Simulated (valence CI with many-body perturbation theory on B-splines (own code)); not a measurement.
Which ion has this spectrum?

A relativistic CI+MBPT calculation for an atom or ion with 14 electrons gives these levels (cm⁻¹):

```csv
J,Parity,E,g
0,even,0,
1,even,7223,1.50
2,even,15041,1.47
2,even,42302,1.03
0,even,83143,
2,odd,195825,2.00
1,odd,264402,0.53
2,odd,264526,1.18
3,odd,266592,1.33
0,odd,303159,
1,odd,303657,1.48
2,odd,304100,1.47
2,odd,334028,1.02
1,odd,386072,1.81
```

The energies are calculated, with errors of perhaps 200 cm⁻¹, more in some levels.

**Question.** Which is it?
A. Fe12+
B. Mn11+
C. Ni14+
D. Co13+

**Answer.** B. Mn11+, ground level 3s2 3p2 3P_0.
